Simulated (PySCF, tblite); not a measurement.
Isomers of C5H15FOSi2, one GFN2-xTB conformer each. Single-point energies are computed at PBE0/pcSseg-1 (PySCF, gas phase, no added dispersion term), electronic only.

Question: Rank them by PBE0/pcSseg-1 energy, lowest first (kcal/mol).
A. `[CH3:1][O:2][C@@H:3]([F:4])[CH2:5][CH2:6][CH:7]([SiH3:8])[SiH3:9]` with C1–O2–C3–F4 66°, O2–C3–C5–C6 175°, C3–C5–C6–C7 -178°, C5–C6–C7–Si8 169°
B. `[CH3:1][O:2][C@@H:3]([F:4])[SiH2:5][SiH2:6][CH:7]([CH3:8])[CH3:9]` with C1–O2–C3–F4 66°, O2–C3–Si5–Si6 -52°, C3–Si5–Si6–C7 59°, Si5–Si6–C7–C8 50°

Answer: B (0.0), A (0.1).

As drawn, the lower has an Si–Si bond, which the higher lacks. Neighbours under 2.5 kcal/mol apart (CO[C@@H](F)[SiH2][SiH2]C(C)C and CO[C@@H](F)CCC([SiH3])[SiH3]) can change places with a better method, another conformer or zero-point energy. GFN2-xTB itself gives, in the same order: 10.4, 0.0. GFN2-xTB puts CO[C@@H](F)CCC([SiH3])[SiH3] lowest instead.

Question: Which frontier levels, dipoles and rotational constants go with these structures?

Answer: 
```json
{"SMILES": "CO[C@@H](F)[SiH2][SiH2]C(C)C", "HOMO (eV, PBE0/pcSseg-1)": "-7.92", "LUMO (eV)": "0.13", "dipole (D)": "1.98", "A, B, C (MHz)": "1457, 709.9, 593.1"}
{"SMILES": "CO[C@@H](F)CCC([SiH3])[SiH3]", "HOMO (eV, PBE0/pcSseg-1)": "-8.23", "LUMO (eV)": "0.50", "dipole (D)": "2.04", "A, B, C (MHz)": "2165, 426.6, 391.1"}
```

Question: What happens when harmonic zero-point energies from GFN2-xTB frequencies are added?

Answer: 
```json
{"SMILES": "CO[C@@H](F)[SiH2][SiH2]C(C)C", "ZPE (kcal/mol)": "116.5", "electronic (kcal/mol)": "0.0", "with ZPE (kcal/mol)": "2.4"}
{"SMILES": "CO[C@@H](F)CCC([SiH3])[SiH3]", "ZPE (kcal/mol)": "113.9", "electronic (kcal/mol)": "0.1", "with ZPE (kcal/mol)": "0.0"}
```

The zero-point energies span 2.6 kcal/mol. CO[C@@H](F)CCC([SiH3])[SiH3] becomes the lowest.

Question: As an exercise, what shares would exp(−E/RT) give at 1000 K from these electronic energies alone (no entropy, no degeneracies)?

Answer: RT = 1.987 kcal/mol: CO[C@@H](F)[SiH2][SiH2]C(C)C 51.8 %, CO[C@@H](F)CCC([SiH3])[SiH3] 48.2 %.
